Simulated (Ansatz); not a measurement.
Cost and result for the atomization energy of BrH$_{3}$OSSi, SMILES `O[SiH](S)Br` (7 atoms, 6 bonds).

The species carries charge 0 and has multiplicity 1. Correlated methods include outer-core shells of Br, which these sets cover unevenly. Scalar relativity is left out up to krypton. All single points use the PBE0-D4/def2-TZVP geometry. It is one conformer, not always the lowest. Program: Ansatz. All runs use 4 threads of an Arm Neoverse V2 on a shared host. Times are those of one run each, without the atoms' runs, and a repeat can differ threefold. Electronic energies, without spin–orbit coupling; frozen cores. CCSD(T)/CBS adds CCSD(T) − MP2 in def2-TZVPP to the MP2 limit, and its time is that of the two runs behind it. T1 = 0.010. With those shells the extrapolation isn't a true limit. HSE06 is the plane-wave form, built on full-range PBE exchange.

CCSD(T)/CBS is a level of theory with its own doubt, some kJ/mol a heavy atom from the limit and from the frozen cores, so smaller differences don't rank the functionals.

```tsv
level	functions	wall time
LDA (SPW92)/def2-TZVPP	205	0.85 s
BLYP-D4/def2-TZVPP	205	1.3 s
revPBE-D4/def2-TZVPP	205	1.4 s
PBE-D4/def2-TZVPP (with forces)	205	1.6 s
PBE0-D4/def2-TZVPP	205	2.3 s
HSE06-D4/def2-TZVPP	205	2.6 s
CCSD(T)/def2-SVP	97	2.6 s
r2SCANh-D4/def2-TZVPP	205	3.7 s
ωB97X-V/def2-TZVPP	205	5.5 s
ωB97M-V/def2-TZVPP (with forces)	205	7.5 s
MP2/def2-QZVPP	376	11 s
CCSD(T)/def2-TZVPP	205	60 s
CCSD(T)/CBS(def2)	–	71 s
```

(1) What atomization energy does each give, and how far from CCSD(T)/CBS? (An estimate is asked.)

Results:

(1) The calculation gave: 
```
                           level  atomization (kcal/mol)  difference from CCSD(T)/CBS  per bond
          LDA (SPW92)/def2-TZVPP                   632.3                         76.3      12.7
              BLYP-D4/def2-TZVPP                   544.1                        -11.9      -2.0
            revPBE-D4/def2-TZVPP                   542.2                        -13.8      -2.3
 PBE-D4/def2-TZVPP (with forces)                   556.4                          0.4       0.1
              PBE0-D4/def2-TZVPP                   546.7                         -9.3      -1.5
             HSE06-D4/def2-TZVPP                   547.2                         -8.8      -1.5
                CCSD(T)/def2-SVP                   498.7                        -57.3      -9.6
           r2SCANh-D4/def2-TZVPP                   550.1                         -5.9      -1.0
              ωB97X-V/def2-TZVPP                   554.2                         -1.8      -0.3
ωB97M-V/def2-TZVPP (with forces)                   553.6                         -2.4      -0.4
                  MP2/def2-QZVPP                   561.2                          5.2       0.9
              CCSD(T)/def2-TZVPP                   534.8                        -21.2      -3.5
               CCSD(T)/CBS(def2)                   556.0                          0.0       0.0
```

At CCSD(T), def2-SVP lies −57.4 kcal/mol from the extrapolated value and def2-TZVPP −21.2 kcal/mol: correlation converges slowly with the basis, and small sets miss more of it in the bonded molecule than in its fragments. From r2SCAN to r2SCAN0 (25 % exact exchange), in def2-TZVPP and without D4, the atomization energy moves by −10.9 kcal/mol: exact exchange takes away binding that semilocal exchange gives to molecules. The D4 term adds +7.7 kcal/mol with B3LYP and +4.0 kcal/mol with PBE0; it sums over pairs of atoms, weighted by their polarisabilities, and B3LYP, whose exchange is more repulsive, gets the larger term.

B3LYP here is the variant with VWN-RPA as its local correlation; programs differ in this.
